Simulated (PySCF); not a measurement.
C₂H₃F₂, SMILES F[C](C)F, multiplicity 2.

Geometry: r2SCAN-D4/def2-SVP. The isomer is the one that the SMILES or the coordinates give; other isomers of the formula were not compared.

Level of theory: SMD-PBE0/def2-SVP (PySCF).

Solvation free energies are E(SMD) − E(gas) at the gas-phase geometry, for 1 M in both phases. In vacuum the dipole moment is 1.90 D.

```json
[
 {"solvent": "water", "ΔG(solv) (kcal/mol)": "1.2", "its non-electrostatic (CDS) part": "3.9", "dipole (D)": "2.30"},
 {"solvent": "1-octanol", "ΔG(solv) (kcal/mol)": "-1.0", "its non-electrostatic (CDS) part": "1.4", "dipole (D)": "2.25"},
 {"solvent": "dichloromethane", "ΔG(solv) (kcal/mol)": "-1.8", "its non-electrostatic (CDS) part": "0.5", "dipole (D)": "2.24"}
]
```
